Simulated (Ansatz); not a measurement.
`[F][GaH][Br]` + HI → `[F][GaH][I]` + HBr at 600 K and 1 bar (ligand exchange at a Ga–Br bond).

Computed with Ansatz on PBE0-D4/def2-TZVP structures; ΔE is electronic, products minus reactants. CCSD(T)/CBS is the MP2 limit (def2-TZVPP, def2-QZVPP) plus CCSD(T) − MP2 in def2-TZVPP, frozen cores. def2 core potentials past Kr. For Br, Ga, I outer-core shells are correlated without core-valence functions, which leaves a few kJ/mol of doubt a bond. Scalar relativity is left out up to krypton.

| species | CCSD(T)/CBS energy (Eh) | H − E (kJ/mol) | S (J/(mol·K)) |
| --- | --- | --- | --- |
| `[F][GaH][Br]` | -4597.74300 | 60.1 | 353.4 |
| HI | -298.03592 | 31.6 | 227.0 |
| `[F][GaH][I]` | -2321.86103 | 59.9 | 361.8 |
| HBr | -2573.91920 | 33.5 | 219.1 |

H − E and S are ideal-gas, rigid-rotor, harmonic terms from PBE0-D4/def2-TZVP. 1 Eh = 2625.50 kJ/mol, R = 8.31446 J/(mol·K).

Task: By hand: ΔE, ΔH, ΔS and ΔG.

Result: ΔE = (-2321.86103) + (-2573.91920) − (-4597.74300) − (-298.03592) = -0.00131 Eh = -3.4 kJ/mol. Δ(H − E) = 59.9 + 33.5 − 60.1 − 31.6 = 1.7, so ΔH = -1.7 kJ/mol. ΔS = 361.8 + 219.1 − 353.4 − 227.0 = 0.5 J/(mol·K). ΔG = -1.7 − 600 × (0.5)/1000 = -2.0 kJ/mol.

Task: By hand: the equilibrium constant, and the temperature at which ΔG would vanish if ΔH and ΔS stayed fixed.

Result: log₁₀ K = −ΔG/(RT ln 10) = 0.2. ΔH and −TΔS have one sign here, so there is no such temperature.

The number of gas molecules stays the same, so ΔS is small and ΔH decides. The sign of ΔG lies within the doubt. A doubt of 5 kJ/mol in ΔE shifts log₁₀ K by 0.4 here. These are equilibria of isolated gas molecules and say nothing of rates. Largest T1 diagnostic: 0.012 (customary marks: 0.02 for closed shells, 0.045 for open ones).

ΔS is within the doubt of such terms, so its sign, and with it that verdict, could turn.
